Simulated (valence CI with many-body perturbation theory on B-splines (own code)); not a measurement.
# Level structure of Tm63+

Method: configuration interaction combined with many-body perturbation theory (CI+MBPT): four valence electrons over a frozen Dirac-Fock core [He], a basis of 11 s, 11 p, 9 d, 7 f, 5 g, 2 h, 1 i functions for each j, with the one-electron correlation potential Σ1, the two-electron term Σ2, the three-electron term Σ3, Breit, model QED; selected CI, second order for the rest (own B-spline code, finite nucleus).

The last digits are not significant, and no measured levels were compared; by estimate large intervals hold to a few tenths of a per cent, small ones and those within an open d or f shell to about a per cent. Among the levels kept, up to 280 cm⁻¹ of a level comes from second order outside the variational space, and about a tenth of that is noise between levels of different J, which matters for small intervals.

Levels 1 to 45 of 113, with energies above the lowest level, (2s^2 2p1/2^2) J=0. "Leading %" is the weight of the configuration and term that name the level; weights of strongly mixed levels are sums over their largest components and can fall short. In the jj column 3d3/2^4 stands for four electrons in 3d with j = 3/2. Lifetimes count E1, E2, E3, M1 and M2 decay at the calculated energies, and are blank where another channel may lead or the interval is too uncertain; long ones can be off by a factor of two.

```csv
No.,Configuration,Term,J,E (Ry),Leading %,Second component,Lifetime,Leading jj
1,2s2 2p2,3P,0,0.00,69,31 % 2s2 2p2 1S,,2s^2 2p1/2^2 (100 %)
2,2s2 2p2,3P,1,75.06,100,,151 ps,2s^2 2p1/2 2p3/2 (100 %)
3,2s2 2p2,1D,2,76.38,65,35 % 2s2 2p2 3P,38.8 ns,2s^2 2p1/2 2p3/2 (100 %)
4,2s 2p3,3P°,2,94.89,48,27 % 2s 2p3 5S°,36.3 ps,2s 2p1/2^2 2p3/2 (100 %)
5,2s 2p3,3D°,1,100.82,31,30 % 2s 2p3 1P°,154 fs,2s 2p1/2^2 2p3/2 (100 %)
6,2s2 2p2,3P,2,152.94,64,35 % 2s2 2p2 1D,34.4 ps,2s^2 2p3/2^2 (99 %)
7,2s2 2p2,1S,0,157.13,68,31 % 2s2 2p2 3P,30.0 ps,2s^2 2p3/2^2 (99 %)
8,2s 2p3,5S°,2,168.04,50,46 % 2s 2p3 3D°,677 fs,2s 2p1/2 2p3/2^2 (100 %)
9,2s 2p3,3D°,3,171.18,100,,713 fs,2s 2p1/2 2p3/2^2 (100 %)
10,2s 2p3,3P°,0,175.26,100,,195 fs,2s 2p1/2 2p3/2^2 (100 %)
11,2s 2p3,3S°,1,176.79,52,43 % 2s 2p3 3D°,99.3 fs,2s 2p1/2 2p3/2^2 (100 %)
12,2s 2p3,1D°,2,177.50,74,21 % 2s 2p3 3D°,102 fs,2s 2p1/2 2p3/2^2 (100 %)
13,2s 2p3,3P°,1,177.79,62,33 % 2s 2p3 1P°,167 fs,2s 2p1/2 2p3/2^2 (100 %)
14,2p4,3P,2,198.51,68,31 % 2p4 1D,107 fs,2p1/2^2 2p3/2^2 (99 %)
15,2p4,1S,0,202.92,64,36 % 2p4 3P,94.4 fs,2p1/2^2 2p3/2^2 (99 %)
16,2s 2p3,3P°,2,250.06,51,18 % 2s 2p3 5S°,206 fs,2s 2p3/2^3 (100 %)
17,2s 2p3,1P°,1,255.84,37,24 % 2s 2p3 3D°,80.8 fs,2s 2p3/2^3 (100 %)
18,2p4,3P,1,274.61,100,,67.5 fs,2p1/2 2p3/2^3 (100 %)
19,2p4,1D,2,275.95,68,32 % 2p4 3P,70.2 fs,2p1/2 2p3/2^3 (100 %)
20,2p4,3P,0,354.37,64,36 % 2p4 1S,50.9 fs,2p3/2^4 (100 %)
21,2s2 2p 3s,3P°,0,649.27,99,,6.18 fs,2s^2 2p1/2 3s (99 %)
22,2s2 2p 3s,3P°,1,649.52,67,33 % 2s2 2p 3s 1P°,5.03 fs,2s^2 2p1/2 3s (100 %)
23,2s2 2p 3p,3D,1,655.14,74,22 % 2s2 2p 3p 1P,419 fs,2s^2 2p1/2 3p1/2 (100 %)
24,2s2 2p 3p,3P,0,658.31,67,32 % 2s2 2p 3p 1S,204 fs,2s^2 2p1/2 3p1/2 (99 %)
25,2s 2p2 3s,5P,1,667.23,42,30 % 2s 2p2 3s 3S,6.27 fs,2s 2p1/2^2 3s (98 %)
26,2s 2p2 3s,3P,0,669.86,68,31 % 2s 2p2 3s 1S,6.72 fs,2s 2p1/2^2 3s (99 %)
27,2s 2p2 3p,3P°,1,673.69,33,21 % 2s 2p2 3p 5D°,2.35 fs,2s 2p1/2^2 3p1/2 (99 %)
28,2s 2p2 3p,3P°,0,673.74,51,42 % 2s 2p2 3p 5D°,212 fs,2s 2p1/2^2 3p1/2 (99 %)
29,2s2 2p 3p,3D,2,678.87,52,31 % 2s2 2p 3p 1D,282 fs,2s^2 2p1/2 3p3/2 (100 %)
30,2s2 2p 3p,3P,1,678.99,48,30 % 2s2 2p 3p 3S,246 fs,2s^2 2p1/2 3p3/2 (98 %)
31,2s2 2p 3d,3F°,2,683.31,75,20 % 2s2 2p 3d 1D°,5.01 fs,2s^2 2p1/2 3d3/2 (100 %)
32,2s2 2p 3d,3D°,1,685.18,50,32 % 2s2 2p 3d 1P°,637 as,2s^2 2p1/2 3d3/2 (99 %)
33,2s2 2p 3d,3P°,2,690.26,47,35 % 2s2 2p 3d 3D°,866 as,2s^2 2p1/2 3d5/2 (98 %)
34,2s2 2p 3d,3F°,3,690.56,46,32 % 2s2 2p 3d 1F°,893 as,2s^2 2p1/2 3d5/2 (100 %)
35,2s 2p2 3p,3P°,2,697.07,35,19 % 2s 2p2 3p 5P°,42.0 fs,2s 2p1/2^2 3p3/2 (98 %)
36,2s 2p2 3p,3D°,1,697.44,31,21 % 2s 2p2 3p 1P°,2.42 fs,2s 2p1/2^2 3p3/2 (99 %)
37,2s 2p2 3d,3D,1,701.46,46,36 % 2s 2p2 3d 5F,5.72 fs,2s 2p1/2^2 3d3/2 (99 %)
38,2s 2p2 3d,3D,2,701.88,31,17 % 2s 2p2 3d 5F,4.56 fs,2s 2p1/2^2 3d3/2 (98 %)
39,2s 2p2 3d,3D,3,708.20,37,17 % 2s 2p2 3d 5D,896 as,2s 2p1/2^2 3d5/2 (99 %)
40,2s 2p2 3d,3F,2,709.44,28,22 % 2s 2p2 3d 1D,924 as,2s 2p1/2^2 3d5/2 (98 %)
41,2s2 2p 3s,3P°,2,727.27,98,,7.81 fs,2s^2 2p3/2 3s (98 %)
42,2s2 2p 3s,1P°,1,727.88,66,32 % 2s2 2p 3s 3P°,4.10 fs,2s^2 2p3/2 3s (98 %)
43,2s2 2p 3p,3P,1,734.35,50,27 % 2s2 2p 3p 3S,166 fs,2s^2 2p3/2 3p1/2 (97 %)
44,2s2 2p 3p,3D,2,734.50,46,32 % 2s2 2p 3p 1D,203 fs,2s^2 2p3/2 3p1/2 (97 %)
45,2s 2p2 3s,5P,2,740.02,84,8 % 2s 2p2 3s 3P,9.15 fs,2s 2p1/2 2p3/2 3s (99 %)
```

The ionisation energy to 2s2 2p 2P°_1/2 of the next ion comes out as 15665 eV (NIST: 15663 ± 19 eV (theoretical)). All 113 levels together are meant to be complete up to 786.15 Ry.
